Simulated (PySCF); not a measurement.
**Core-level binding energies of `CO[SiH2]Br`**

CH5BrOSi.
SMILES with atom numbers: `[CH3:1][O:2][SiH2:3][Br:4]`

Geometry (PBE0-D3(BJ)/def2-SVP, Å), atoms numbered from 1 in this order:
```
atom  x, y, z in Å
C1    -0.4181    1.3389   -0.5395
O2     0.8700    1.8317   -0.7985
Si3    2.2681    1.1239   -0.2730
Br4    3.9392    2.3544   -1.0364
H5    -0.5606    0.3192   -0.9417
H6    -0.6443    1.3192    0.5421
H7    -1.1483    2.0011   -1.0273
H8     2.4094   -0.2566   -0.8182
H9     2.3393    1.1060    1.2160
```

Level of theory: PySCF, delta-SCF UKS SCAN, pcX-2 on the ionised atom, pcseg-1 elsewhere, spin-free X2C. Binding energies are ΔSCF values: E(core-ionised, relaxed orbitals) − E(ground state) at a fixed geometry, referred to the vacuum level.

**Question.** Give the core binding energies atom by atom.

**Answer.** 
| atom(s) | environment | level | binding energy (eV) | 2p1/2 (eV) | count |
| --- | --- | --- | --- | --- | --- |
| Si3 | oxygen-bound silicon | Si 1s | 1848.21 | – | 1 |
| O2 | silyl ether oxygen | O 1s | 538.44 | – | 1 |
| C1 | methoxy carbon | C 1s | 292.77 | – | 1 |
| Si3 | oxygen-bound silicon | Si 2p3/2 | 108.22 | 108.85 | 1 |

**Question.** Which photon wavelength matches the Si 2p3/2 of Si3 threshold?

**Answer.** λ = hc/E = 12398.42 eV Å / 108.22 eV = 114.567 Å.

2p3/2 and 2p1/2 are the ΔSCF energy of one spin-free 2p hole plus the eigenvalues of a spin–orbit and ligand-field matrix of the shell. 2p1/2 minus 2p3/2 (ligand field included): Si 0.63 eV. No level of bromine is listed. The structure is a single PBE0-D3(BJ)/def2-SVP conformer in the gas phase; no vibrational or solvent corrections.
